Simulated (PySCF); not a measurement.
# `N#Cc1cccc2nsnc12`, C₇H₃N₃S

Geometry (Å), atoms numbered from 1 in this order:
```xyz
14

N    -2.5005   -2.7150   -0.1714
C    -1.7833   -1.8227   -0.1173
C    -0.9188   -0.7084   -0.0497
C    -1.4108    0.5789    0.0136
C    -0.5573    1.6930    0.0816
C     0.8061    1.5607    0.0867
C     1.3471    0.2663    0.0250
N     2.6360   -0.0826    0.0221
S     2.7383   -1.6810   -0.0564
N     1.1712   -2.0246   -0.0921
C     0.4853   -0.8845   -0.0429
H    -2.4798    0.7319    0.0101
H    -1.0000    2.6762    0.1315
H     1.4659    2.4114    0.1370
```

Method: PySCF 2.14.0, quadratic response wB97X-D/def2-SVPD first hyperpolarisability, Taylor convention, gas phase. Geometry: GFN2-xTB.

Question: Give the tensor of the second harmonic β(−2ω;ω,ω) at 1064 nm in the axes of these coordinates.

Answer: In au, Taylor convention; rows are the first index (the induced dipole):
```tsv
	xx	yy	zz	xy	xz	yz
x	-64.4	-12.5	-18.3	+91.2	+4.3	+1.5
y	+46.6	-75.9	-18.2	-49.2	-1.0	-2.6
z	+2.0	-2.2	-3.5	-0.5	-16.0	-18.1
```
Norm of βᵢ = ⅓ Σⱼ (βᵢⱼⱼ + βⱼᵢⱼ + βⱼⱼᵢ): 119.5 au, hyper-Rayleigh value 65.7 au.
